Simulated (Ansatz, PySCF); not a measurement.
Dimer: CHN (SMILES C#N) (first 3 atoms) with HI (SMILES I); geometry from B3LYP-D3(BJ)/def2-TZVP.
(charge 0, multiplicity 1):
```xyz
5

C      1.108    -0.167     1.039
N      0.229     0.016     1.750
H      1.927    -0.339     0.377
I     -2.732     0.654     4.156
H     -1.492     0.385     3.146
```

Counterpoise-corrected where a basis set is named; no monomer relaxation. Rows marked so take none.

Frozen-core correlation. Filled d and f shells under p-block atoms count as core. Rows in STO-3G carry no dispersion term and start afresh at each structure; the Pople sets are all-electron and without relativity.

The values were computed with Ansatz (Gaussian basis) for Hartree–Fock, density functionals and correlated methods; PySCF for STO-3G rows. Values without a source in brackets are computed. In def2 rows elements past Kr take small-core potentials, without spin–orbit coupling.

Task: What is the computed interaction energy (HF/STO-3G (no counterpoise))?

Result: -8 kJ/mol

Ansatz is a quantum-chemistry and plane-wave program.
